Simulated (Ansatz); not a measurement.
Reaction (hydrogenolysis of a B–Si bond): `F/C=N\B[SiH3]` + H₂ → `BN=CF` + SiH₄

Program: Ansatz. Geometries: PBE0-D4/def2-TZVP. ΔE: electronic, gas phase. CCSD(T)/CBS adds triple-zeta CCSD(T) − MP2 to the extrapolated MP2 energy (def2 sets, frozen cores). This one scheme is used for every species. DFT in def2-TZVPP. Each species was taken in one conformer, which may not be the lowest.

Question: Is it downhill or uphill in electronic energy at CCSD(T)/CBS, and by how much? (Estimate.)

Answer: Ansatz gave: Downhill: ΔE = -31.4 kJ/mol.

Question: What do these levels give: PBE0-D4, ωB97M-V, BLYP, r2SCAN, r2SCAN0, MP2/CBS(def2)? (Estimate.)

Answer: Ansatz gave: PBE0-D4 -26.0, ωB97M-V -36.3, BLYP -36.6, r2SCAN -27.0, r2SCAN0 -32.4, MP2/CBS(def2) -31.1 kJ/mol.

Largest T1 diagnostic among the species: 0.015.

Leaving LDA and LC-ωPBE aside and taking each functional with its dispersion term where it has one, the values, not all of them listed here, spread over 24.6 kJ/mol, from BHLYP-D4 to revPBE-D4. LDA lies +3.8 kJ/mol from PBE without D4. From r2SCAN to r2SCAN0 (25 % exact exchange), in def2-TZVPP and without D4, ΔE moves by −5.4 kJ/mol. The D4 term adds +7.7 kJ/mol with B3LYP and +4.4 kJ/mol with PBE0; it sums over pairs of atoms, weighted by their polarisabilities, and B3LYP, whose exchange is more repulsive, gets the larger term.

B3LYP here is the variant with VWN-RPA as its local correlation; programs differ in this.
